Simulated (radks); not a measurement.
Question: Ionisation of the titanium ion Ti2+, [Ar] 3d2, to [Ar] 3d1 as the strength of local exchange is varied. Method: scalar-relativistic Kohn-Sham, Slater X-alpha exchange (alpha = 2/3 is LDA exchange), no correlation, spin-polarised, spherical densities, point nucleus; open shells are filled with parallel spins first; computed with a radial shooting solver on a logarithmic mesh with Libxc functionals.

alpha  E(Ti2+) (hartree)  exchange (hartree)  IE (eV)  -e of the level emptied (eV)  <r> of it (bohr)
0.625         -846.90151           -35.52951   25.595                   18.668 (3d)             1.469
0.642         -847.86886           -36.53358   25.923                   18.956 (3d)             1.458
0.667         -849.29326           -38.01372   26.411                   19.384 (3d)             1.443
0.673         -849.63543           -38.36959   26.529                   19.488 (3d)             1.439
0.896         -862.44068           -51.76847   31.154                   23.629 (3d)             1.320
0.948         -865.45113           -54.94094   32.298                   24.670 (3d)             1.297
x             -860.88120           -50.12837   30.570                   23.099 (3d)             1.333

Which alpha was used in the last row?

Answer: alpha = 0.869. NIST Atomic Spectra Database: 27.492 eV (measured). The Delta-SCF value meets it near alpha = 0.72. Open shells are spherical and high-spin; term and fine-structure splittings are not resolved.
